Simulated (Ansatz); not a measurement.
# Energy profile

The step: SiH₄O ([OH][SiH3]) + BH₃O ([BH2][OH]) → BSiH₅O ([BH2][O][SiH3]) + H₂O (still joined by a long B–O bond); bonds formed: B1–O6, O2–H5; bonds broken: H5–O6; bonds weakened to dative contacts: B1–O2 (atoms numbered as in the saddle structure below).

| atom | x (Å) | y (Å) | z (Å) |
| --- | --- | --- | --- |
| B1 | -0.0728 | 0.9205 | -0.7981 |
| O2 | 1.4703 | 0.9908 | -0.7961 |
| H3 | -0.4845 | 0.1828 | -1.6560 |
| H4 | -0.5884 | 2.0002 | -0.6834 |
| H5 | 1.1153 | 0.4246 | 0.2577 |
| O6 | 0.0011 | 0.1754 | 0.5928 |
| Si7 | -0.6646 | -1.3279 | 0.8665 |
| H8 | 1.7846 | 1.8883 | -0.6585 |
| H9 | -0.2406 | -1.7502 | 2.2229 |
| H10 | -0.1816 | -2.3004 | -0.1448 |
| H11 | -2.1387 | -1.2041 | 0.7969 |

Electronic energies by CCSD(T) at an estimated basis limit (MP2 extrapolated from triple and quadruple zeta, plus CCSD(T) − MP2 in triple zeta), on PBE0-D4/def2-TZVP structures; BSiH₇O₂, singlet; no counterpoise correction. Computed with Ansatz 0.2.0 (basis: def2-TZVPP and def2-QZVPP); correlated methods freeze the cores. Extrapolation: Hartree–Fock as exp(−7.88 √X), correlation as X^−2.97.

Q: Give the profile in kcal/mol, counted from the separated reactants. (To be estimated.)

A: By the calculation:
```json
{"point": "separated: BH₃O (linked as [BH2][OH]; B1, O2, H3, H4, H8; singlet) + SiH₄O (linked as [OH][SiH3]; H5, O6, Si7, H9, H10, H11; singlet)", "kcal/mol": "0.00"}
{"point": "start structure", "kcal/mol": "-3.01"}
{"point": "saddle", "kcal/mol": "11.94"}
{"point": "end structure", "kcal/mol": "-3.49"}
{"point": "separated: BSiH₅O (linked as [BH2][O][SiH3]; B1, H3, H4, O6, Si7, H9, H10, H11; singlet) + H₂O (O2, H5, H8; singlet)", "kcal/mol": "0.22"}
```

T1 diagnostic: at most 0.014.

For scale, one of the runs: CCSD(T)/def2-TZVPP, 233 basis functions, launched by `ansatz run in.yaml --threads 4 --pin off --events-out ev --progress --plain --max-ram 9574MiB`. The run took 55 s on 4 CPU threads of an Intel Xeon Platinum 8488C (shared host), with 4.2 GiB of host memory at its peak.
